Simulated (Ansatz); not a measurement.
Cost and result for the atomization energy of `O=COC(F)(F)F` (8 atoms, 7 bonds).

Total charge 0; spin multiplicity 1. Geometry: relaxed with PBE0-D4/def2-TZVP. It is one conformer, not always the lowest. Program: Ansatz. All runs use 4 threads of a server CPU on a shared host. Times are those of one run each, without the atoms' runs, and a repeat can differ threefold. Electronic energies, without spin–orbit coupling; frozen cores. CCSD(T)/CBS adds CCSD(T) − MP2 in def2-TZVPP to the MP2 limit, and its time is that of the two runs behind it. T1 = 0.014. B3LYP takes the VWN-RPA correlation (the form of Gaussian; ORCA's B3LYP/G).

CCSD(T)/CBS is a level of theory with its own doubt, some kJ/mol a heavy atom from the limit and from the frozen cores, so smaller differences don't rank the functionals.

```csv
level,functions,wall time
LDA (SPW92)/def2-TZVPP,231,2 s
BLYP-D4/def2-TZVPP,231,2.6 s
PBE-D4/def2-TZVPP (with forces),231,3.2 s
BHLYP-D4/def2-TZVPP,231,4 s
PBE0-D4/def2-TZVPP,231,4.4 s
B3LYP-D4/def2-TZVPP (with forces),231,6 s
B2PLYP/def2-TZVPP,231,7.5 s
PBE-QIDH/def2-TZVPP,231,8 s
ωB97M-V/def2-TZVPP (with forces),231,12 s
CCSD(T)/def2-SVP,103,12 s
MP2/def2-QZVPP,429,26 s
CCSD(T)/def2-TZVPP,231,3.8 min
CCSD(T)/CBS(def2),–,4.2 min
```

Question: What atomization energy does each give, and how far from CCSD(T)/CBS? (Estimate.)

Answer: Computed: 
| level | atomization (kJ/mol) | difference from CCSD(T)/CBS | per bond |
| --- | --- | --- | --- |
| LDA (SPW92)/def2-TZVPP | 4295.1 | 825.1 | 117.9 |
| BLYP-D4/def2-TZVPP | 3514.6 | 44.6 | 6.4 |
| PBE-D4/def2-TZVPP (with forces) | 3674.6 | 204.6 | 29.2 |
| BHLYP-D4/def2-TZVPP | 3222.3 | -247.7 | -35.4 |
| PBE0-D4/def2-TZVPP | 3498.6 | 28.6 | 4.1 |
| B3LYP-D4/def2-TZVPP (with forces) | 3447.1 | -22.9 | -3.3 |
| B2PLYP/def2-TZVPP | 3434.5 | -35.5 | -5.1 |
| PBE-QIDH/def2-TZVPP | 3447.6 | -22.4 | -3.2 |
| ωB97M-V/def2-TZVPP (with forces) | 3496.0 | 26.0 | 3.7 |
| CCSD(T)/def2-SVP | 3307.1 | -162.9 | -23.3 |
| MP2/def2-QZVPP | 3615.0 | 145.0 | 20.7 |
| CCSD(T)/def2-TZVPP | 3364.1 | -105.9 | -15.1 |
| CCSD(T)/CBS(def2) | 3470.0 | 0.0 | 0.0 |

Leaving LDA and LC-ωPBE aside and taking each functional with its dispersion term where it has one, the values spread over 452.3 kJ/mol, from BHLYP-D4 to PBE-D4. LDA lies +634.9 kJ/mol from PBE without D4, its usual overbinding. At CCSD(T), def2-SVP lies −162.9 kJ/mol from the extrapolated value and def2-TZVPP −105.9 kJ/mol: correlation converges slowly with the basis, and small sets miss more of it in the bonded molecule than in its fragments. From r2SCAN to r2SCAN0 (25 % exact exchange), in def2-TZVPP and without D4, the atomization energy moves by −144.3 kJ/mol: exact exchange takes away binding that semilocal exchange gives to molecules.
